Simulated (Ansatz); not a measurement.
Ideal-gas functions of `NB(N)O` at 400 K and 1 bar, from an Ansatz frequency run at PBE0-D4/def2-TZVP.

Molar mass 59.86 g/mol, point group Cs (symmetry number 1), electronic degeneracy 1, moments of inertia 53.007, 56.36, 109.367 u Å². Harmonic wavenumbers (cm⁻¹, unscaled): 106, 174, 285, 375, 420, 445, 523, 636, 850, 867, 926, 1010, 1414, 1438, 1630, 1640, 3655, 3663, 3751, 3766, 3934.

Use S(trans) = R[1.5 ln M + 2.5 ln T − 1.1517]; rotational temperatures θ = 24.2544 K / I; S(rot) = R[ln(√π/σ · √(T³/θAθBθC)) + 1.5]; for each mode x = 1.438777 ν̃/T, S = R[x/(eˣ − 1) − ln(1 − e⁻ˣ)] and H = RT x/(eˣ − 1); 1 cm⁻¹ = 0.0119627 kJ/mol; R = 8.31446 J/(mol·K).

**Question.** By hand: the entropy, in J/(mol·K).

**Answer.** Translation 166.0. Rotation: θ = 0.4576, 0.4303, 0.2218 K, giving 105.0. Vibration, mode by mode: 16.38, 12.35, 8.46, 6.43, 5.63, 5.24, 4.19, 3.04, 1.65, 1.58, 1.33, 1.04, 0.31, 0.29, 0.16, 0.16, 0.00, 0.00, 0.00, 0.00, 0.00, in all 68.2. Electronic 0.0. Sum 339.2 J/(mol·K).

**Question.** By hand: H − E and G − E in kJ/mol, counted from the electronic energy.

**Answer.** Zero-point energy ½ × 31508 × 0.0119627 = 188.5; thermal vibration 15.4; translation, rotation and pV give 4 RT = 13.3. H − E = 217.2 kJ/mol, and G − E = 217.2 − 400 × 339.2/1000 = 81.5 kJ/mol.

Vibration gives 20 % of the entropy, 16.4 J/(mol·K) of it from the mode under 150 cm⁻¹: soft modes count most, and the harmonic formula is weakest for them. The sum counts one conformer and one mirror image; others add a mixing term.
